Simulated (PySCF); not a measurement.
methylenecyclopropane (C4H6), singlet, geometry from GFN2-xTB, with bond 7-3 at 1.8 times its length; PBE0/3-21G (PySCF).

PySCF was given this input:
```python
from pyscf import gto, scf, dft

mol = gto.Mole()
mol.atom = '''
    C    -0.00129317   -0.00275161    0.32081465
    C     0.00476049   -0.75084329   -0.93743343
    C     0.00274446    0.76681235   -0.92442470
    C    -0.00656195   -0.01396254    1.62791476
    H    -0.89706014   -1.26329903   -1.24208508
    H     0.91033734   -1.26096073   -1.23477960
    H     1.63032554    1.69839063   -1.44379216
    H    -0.90044131    1.28201754   -1.22026766
    H    -0.00762667   -0.93636207    2.18656861
    H    -0.01006437    0.89871900    2.20229818
'''
mol.basis = '3-21g'
mol.verbose = 4
mol.build()

mf = dft.RKS(mol)
mf.xc = 'pbe0'
mf.kernel()
mo_i, mo_e, stable_i, stable_e = mf.stability(internal=True, external=True, return_status=True, nroots=6, tol=1e-6)
print('internally stable:', stable_i, ' externally stable:', stable_e)
if not stable_e:
    umf = mf.to_uhf() if not hasattr(mf, 'xc') else mf.to_uks()
    umf.scf_summary = {}
    umf.kernel(umf.make_rdm1(mo_e, umf.mo_occ))
mf.analyze()
```

Task: Write the output that PySCF gives for this input, abridged.

Result: 
```
PySCF version 2.14.0

[INPUT] verbose = 4
[INPUT] num. atoms = 10
[INPUT] num. electrons = 30
[INPUT] charge = 0
[INPUT] spin (= nelec alpha-beta = 2S) = 0
[INPUT] symmetry False subgroup None
[INPUT] Mole.unit = angstrom
[INPUT] Symbol           X                Y                Z      unit          X                Y                Z       unit  Magmom
[INPUT]  1 C     -0.001293170000  -0.002751610000   0.320814650000 AA   -0.002443737133  -0.005199789302   0.606251825248 Bohr   0.0
[INPUT]  2 C      0.004760490000  -0.750843290000  -0.937433430000 AA    0.008996022319  -1.418888180567  -1.771492442712 Bohr   0.0
[INPUT]  3 C      0.002744460000   0.766812350000  -0.924424700000 AA    0.005186277760   1.449065330434  -1.746909505783 Bohr   0.0
[INPUT]  4 C     -0.006561950000  -0.013962540000   1.627914760000 AA   -0.012400288343  -0.026385376603   3.076313050537 Bohr   0.0
[INPUT]  5 H     -0.897060140000  -1.263299030000  -1.242085080000 AA   -1.695197981864  -2.387289180129  -2.347200624608 Bohr   0.0
[INPUT]  6 H      0.910337340000  -1.260960730000  -1.234779600000 AA    1.720288253565  -2.382870433532  -2.333395268200 Bohr   0.0
[INPUT]  7 H      1.630325540000   1.698390630000  -1.443792160000 AA    3.080868764484   3.209493143228  -2.728371763194 Bohr   0.0
[INPUT]  8 H     -0.900441310000   1.282017540000  -1.220267660000 AA   -1.701587467145   2.422662037489  -2.305971676064 Bohr   0.0
[INPUT]  9 H     -0.007626670000  -0.936362070000   2.186568610000 AA   -0.014412317542  -1.769467865731   4.132015825471 Bohr   0.0
[INPUT] 10 H     -0.010064370000   0.898719000000   2.202298180000 AA   -0.019018902916   1.698332772943   4.161740404828 Bohr   0.0

nuclear repulsion = 107.63090434442
number of shells = 32
number of NR pGTOs = 78
number of NR cGTOs = 48
basis = 3-21g
ecp = {}

******** <class 'pyscf.dft.rks.RKS'> ********
method = RKS
initial guess = minao
damping factor = 0
level_shift factor = 0
DIIS = <class 'pyscf.scf.diis.CDIIS'>
diis_start_cycle = 1
diis_space = 8
diis_damp = 0
SCF conv_tol = 1e-09
SCF conv_tol_grad = None
SCF max_cycles = 50
direct_scf = True
direct_scf_tol = 1e-13
XC library pyscf.dft.libxc version 7.1.2
    S. Lehtola, C. Steigemann, M. J. T. Oliveira, and M. A. L. Marques,  SoftwareX 7, 1–5 (2018)
XC functionals = pbe0
    C. Adamo and V. Barone,  J. Chem. Phys. 110, 6158 (1999)
    M. Ernzerhof and G. E. Scuseria,  J. Chem. Phys. 110, 5029 (1999)
radial grids:
    Treutler-Ahlrichs [JCP 102, 346 (1995); DOI:10.1063/1.469408] (M4) radial grids

becke partition: Becke, JCP 88, 2547 (1988); DOI:10.1063/1.454033
pruning grids: <function nwchem_prune>
grids dens level: 3
symmetrized grids: False
atomic radii adjust function: <function treutler_atomic_radii_adjust>
small_rho_cutoff = 0
Set gradient conv threshold to 3.16228e-05
Initial guess from minao.
tot grids = 115320
init E= -155.170406394903
cycle= 1 E= -154.755282615789  delta_E= 0.415  |g|= 0.247  |ddm|= 3.07
cycle= 2 E= -154.742016655025  delta_E= 0.0133  |g|= 0.307  |ddm|= 0.722
cycle= 3 E= -154.777252264183  delta_E= -0.0352  |g|= 0.051  |ddm|= 0.44
cycle= 4 E= -154.777890600273  delta_E= -0.000638  |g|= 0.0308  |ddm|= 0.0863
cycle= 5 E= -154.77815526779  delta_E= -0.000265  |g|= 0.00638  |ddm|= 0.0371
cycle= 6 E= -154.778166178654  delta_E= -1.09e-05  |g|= 0.00179  |ddm|= 0.00895
cycle= 7 E= -154.778167083595  delta_E= -9.05e-07  |g|= 0.000282  |ddm|= 0.00274
cycle= 8 E= -154.778167120229  delta_E= -3.66e-08  |g|= 8.38e-05  |ddm|= 0.000524
cycle= 9 E= -154.778167122095  delta_E= -1.87e-09  |g|= 2.5e-05  |ddm|= 0.000127
cycle= 10 E= -154.778167122349  delta_E= -2.54e-10  |g|= 3.44e-06  |ddm|= 4.8e-05
Extra cycle  E= -154.778167122342  delta_E= 7.11e-12  |g|= 6e-06  |ddm|= 1.24e-05
converged SCF energy = -154.778167122342
rhf_internal: lowest eigs of H = [0.79924971 0.85753993 0.92822381 1.09225861 1.24138397 1.33380759]
<class 'pyscf.dft.rks.RKS'> wavefunction is stable in the internal stability analysis
rhf_real2complex: lowest eigs of H = [0.14667667 0.18155395 0.19897426 0.22165668 0.2542887  0.27671862]
<class 'pyscf.dft.rks.RKS'> wavefunction is stable in the real -> complex stability analysis
rhf_external: lowest eigs of H = [0.00739404 0.09858267 0.17224103 0.19444532 0.21195699 0.25098365]
<class 'pyscf.dft.rks.RKS'> wavefunction is stable in the RHF/RKS -> UHF/UKS stability analysis
internally stable: True  externally stable: True
**** SCF Summaries ****
Total Energy =                        -154.778167122341614
Nuclear Repulsion Energy =             107.630904344420202
One-electron Energy =                 -419.537870545938290
Two-electron Energy =                  157.128799079176474
Two-electron Coulomb Energy =          180.610861967968020
DFT Exchange-Correlation Energy =      -23.482062888791550
**** MO energy ****
MO #1   energy= -10.2282033805596  occ= 2
MO #2   energy= -10.198276690682   occ= 2
MO #3   energy= -10.1871333582229  occ= 2
MO #4   energy= -10.1744949773078  occ= 2
MO #5   energy= -0.910391720781642 occ= 2
MO #6   energy= -0.75417066307415  occ= 2
MO #7   energy= -0.619029584276884 occ= 2
MO #8   energy= -0.549471787229825 occ= 2
MO #9   energy= -0.498443143890313 occ= 2
MO #10  energy= -0.469568507231947 occ= 2
MO #11  energy= -0.451459884820507 occ= 2
MO #12  energy= -0.343548543446297 occ= 2
MO #13  energy= -0.323155863526018 occ= 2
MO #14  energy= -0.295704184089752 occ= 2
MO #15  energy= -0.261141633855658 occ= 2
MO #16  energy= -0.0566231290677583 occ= 0
MO #17  energy= 0.0515611493699941 occ= 0
MO #18  energy= 0.146034455248159  occ= 0
MO #19  energy= 0.165796475209441  occ= 0
MO #20  energy= 0.176148653288646  occ= 0
MO #21  energy= 0.19004572766826   occ= 0
MO #22  energy= 0.231905273418132  occ= 0
MO #23  energy= 0.25411055202089   occ= 0
 ** Mulliken pop on meta-lowdin orthogonal AOs  **
 ** Mulliken pop  **
 ** Mulliken atomic charges  **
charge of    0C =     -0.00062
charge of    1C =     -0.22286
charge of    2C =     -0.14489
charge of    3C =     -0.23054
charge of    4H =      0.12105
charge of    5H =      0.13170
charge of    6H =     -0.01942
charge of    7H =      0.12970
charge of    8H =      0.11674
charge of    9H =      0.11914
Dipole moment(X, Y, Z, Debye): -0.64719, -0.62255,  0.20311
```
